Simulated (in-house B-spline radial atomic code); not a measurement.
A calculation on Nb7+ (an excited or competing configuration): its settings, and results tabulated from the run. Method: Dirac-Hartree-Fock, average of configuration, Fermi nucleus of rms radius 4.324 fm. Calculated with a B-spline radial code for spherical atoms.

Command:
```bash
python run_scf.py task.json out
```
Settings (nuclear radius in fm, mass in u):
```
Z                41
configuration    [Ar] 3d10 4s1 4p4 7f1
hamiltonian      dirac
method           hf
spin_polarised   False
nucleus          fermi
rms_radius       4.324
atomic_mass      92.90637
speed_of_light   137.035999084
```

Output (hartree, bohr):
```
 radial grid: 70 intervals, B-splines of order 8, outer radius 31.8182 bohr

 iter        energy (Eh)    residual
    1       -3792.775304    6.14e-01
    2       -3798.851394    3.44e-01
    3       -3799.813107    1.01e-01
    4       -3799.899362    2.94e-02
    5       -3799.906298    1.21e-02
    6       -3799.907711    2.88e-04
    7       -3799.907712    4.63e-05
    8       -3799.907712    2.38e-06
    9       -3799.907712    1.06e-07

 total energy                     -3799.90771
 kinetic                            3934.8106
 electron-nucleus                  -9022.7872
 electron-electron                  1288.0689

 first-order corrections (not in the total)
   Gaunt                             2.4721
   retardation                      -0.2436
   frequency dependence             -0.0148
   self-energy                       1.6616
   Uehling                          -0.1869
   Wichmann-Kroll                    0.0027
   recoil                            0.0159

 orbital      occ     eigenvalue          <r>       <r^2>       <1/r>       <r^4>     <1/r^2>       r_max    small
 1s1/2      2.000      -706.8056    0.0360818  0.00175631     42.4022 7.99432e-06     3786.81     0.02349  2.23e-02
 2s1/2      2.000      -105.6975     0.157342   0.0292524     9.65367  0.00148251     412.842       0.133  4.58e-03
 2p1/2      2.000       -97.0771     0.134647   0.0222559     9.59348 0.000999817     133.046       0.104  4.56e-03
 2p3/2      4.000       -93.5324     0.139068   0.0236152     9.16217  0.00111229     114.442      0.1077  4.41e-03
 3s1/2      2.000       -22.6905      0.43956    0.221268      3.2969   0.0756117     74.3911      0.3942  1.21e-03
 3p1/2      2.000       -19.3952      0.43541    0.220563      3.1896   0.0790804     23.7304      0.3825  1.16e-03
 3p3/2      4.000       -18.7951     0.445166     0.23034     3.08962   0.0860553     20.5739      0.3913  1.12e-03
 3d3/2      4.000       -12.9973     0.426177    0.217766     2.88802   0.0904654      10.629       0.333  1.00e-03
 3d5/2      6.000       -12.8865     0.429492    0.221007     2.86169   0.0930005     10.4013      0.3357  9.92e-04
 4s1/2      1.000        -6.7963      1.07583     1.29726     1.26147      2.4102     13.9629      0.9938  3.01e-04
 4p1/2      1.333        -5.6668      1.14345      1.4732     1.17159     3.16528     4.34356       1.046  2.69e-04
 4p3/2      2.667        -5.5636      1.16252     1.52199     1.14682     3.37124     3.82751       1.065  2.62e-04
 7f5/2      0.429        -0.7006      7.78261     68.7332    0.186234      6306.1   0.0837941       8.694  2.32e-05
 7f7/2      0.571        -0.7005      7.78345     68.7468    0.186176     6308.43   0.0836743       8.694  2.32e-05
```

Time taken, with all properties: 1.2 s on 1 thread of Arm Neoverse V2 (shared host).

For the Dirac Hamiltonian the kinetic term is c α·p + (β - 1)c².
